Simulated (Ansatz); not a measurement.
`[OH][Al]([SH])[CH2]F` + CH₃OH → `C[O][Al]([OH])[SH]` + `CF`  (ligand exchange at the Al–C bond)

Program: Ansatz. Geometries: PBE0-D4/def2-TZVP. ΔE: electronic, gas phase. CCSD(T)/CBS adds triple-zeta CCSD(T) − MP2 to the extrapolated MP2 energy (def2 sets, frozen cores). This one scheme is used for every species. DFT in def2-TZVPP. Each species was taken in one conformer, which may not be the lowest.

| species | LDA (SPW92) energy (Eh) |
| --- | --- |
| `[OH][Al]([SH])[CH2]F` | -852.44006 |
| CH₃OH | -114.83507 |
| `C[O][Al]([OH])[SH]` | -828.55592 |
| `CF` | -138.77318 |

(1) Work out ΔE.

(2) What do rigid-rotor, harmonic-oscillator terms from PBE0-D4/def2-TZVP frequencies (298.15 K, 1 bar) make of the CCSD(T)/CBS value? (Estimate.)

Largest T1 diagnostic among the species: 0.012.

Answers

(1) ΔE = (-828.55592) + (-138.77318) − (-852.44006) − (-114.83507) = -0.05397 Eh = -141.7 kJ/mol. CCSD(T)/CBS gives -155.1 kJ/mol.

(2) The calculation gave: ΔZPE = +2.6 kJ/mol, ΔH = -152.3 kJ/mol, ΔS = -12 J/(mol·K), ΔG = -148.7 kJ/mol. Modes under 50 cm⁻¹ make the entropy rough.

From PBE to PBE0 (25 % exact exchange), in def2-TZVPP and without D4, ΔE moves by −6.6 kJ/mol. At CCSD(T), def2-SVP lies −4.4 kJ/mol from the extrapolated value and def2-TZVPP −1.7 kJ/mol.
